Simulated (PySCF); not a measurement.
# Dipole response of Cr²⁺ (chromium, charge +2)

[Ar] 3d3 4s1, high-spin 5F determinant (an excited configuration). Computed with PySCF 2.14 in aug-cc-pVQZ-DK (9s8p6d4f3g2h, 140 functions), with scalar relativity by spin-free X2C-1e. Coupled (time-dependent) response in atomic units; α is the mean over directions.

```json
{"method": "BP86", "mean α (bohr³)": "19.89", "C₆ (like pair)": "82.48", "S(−4)": "349.6"}
```

S(−4) is the Cauchy moment in α(ω) = α(0) + S(−4) ω² + …

α(iu) at BP86:

```tsv
u (hartree)	α(iu) (bohr³)
0	19.89
0.0500	19.06
0.100	16.98
0.200	12.11
0.300	8.580
0.500	5.032
0.750	3.252
1.00	2.404
1.50	1.564
2.00	1.128
3.00	0.6743
5.00	0.3215
```

A single London oscillator, α(iu) = α/(1 + u²/ω²), gives C₆ = (3/4) ω α². Matching the computed C₆ needs ω = 4 × 82.48 / (3 × 19.89²) = 0.278 hartree.

For an ion, C₆ is the dispersion term alone; charge-induced terms of lower order in 1/R come first.
